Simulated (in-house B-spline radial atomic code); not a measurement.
Configurations of Dy+, with energies counted from [Xe] 4f10 6s1. Computed with an all-electron radial atomic-structure program (B-spline basis): scalar-relativistic (X2C) CAM-B3LYP, spin-polarised, spherical fractional occupations, Fermi nucleus of rms radius 5.2218 fm. Shells without spins written out take the highest spin.

Caution: exact exchange at fractional occupations of open shells leaves self-interaction of up to several eV.

Occupations are held fixed; configurations that lie above the ionisation limit could autoionise.

| configuration | E - E(ref) (eV) | highest orbital | its <r> (bohr) |
| --- | --- | --- | --- |
| [Xe] 4f10 6f1 | 9.9792 | 6f up | 16.51 |
| [Xe] 4f10 7f1 | 10.518 | 7f up | 24.63 |
| [Xe] 4f(2 up, 7 down) 5f(0 up, 1 down) 6s(1 up, 0 down) | 10.583 | 5f down | 9.255 |
| [Xe] 4f(6 up, 4 down) 5d(0 up, 1 down) | 10.667 | 5d down | 3.239 |
| [Kr] 4d10 4f(5 up, 6 down) 5s2 5p(3 up, 2 down) 6s(1 up, 0 down) | 31.974 | 4f up | 0.9426 |
| [Kr] 4d10 4f10 5s2 5p5 6s1 7s1 | 33.287 | 7s up | 7.329 |
| [Kr] 4d9 4f10 5s2 5p6 6s1 7p1 | 167.17 | 7p up | 9.208 |

(1) Order these further configurations by energy, lowest first.
A. [Kr] 4d10 4f10 5s2 5p5 6s1 7p1
B. [Xe] 4f10 7s1
C. [Xe] 4f(7 up, 3 down) 6s(0 up, 1 down)
D. [Xe] 4f10 6p1
E. [Kr] 4d9 4f10 5s2 5p6 6s1 6f1

(2) How far above the reference does [Kr] 4d10 4f10 5s2 5p5 6s1 6p1 lie?

(3) How far above the reference does [Xe] 4f9 6s1 7f1 lie?

(4) How far above the reference does [Kr] 4d(4 up, 5 down) 4f(7 up, 3 down) 5s2 5p6 6s(0 up, 1 down) 6d(1 up, 0 down) lie?

Answers

(1) C (0.11707 eV), D (4.4868 eV), B (6.3831 eV), A (35.052 eV), E (169.27 eV).

(2) 30.357 eV; its least bound orbital is 6p up with <r> = 4.372 bohr.

(3) 11.882 eV; its least bound orbital is 7f up with <r> = 23.65 bohr.

(4) 172.15 eV; its least bound orbital is 6d up with <r> = 7.477 bohr.
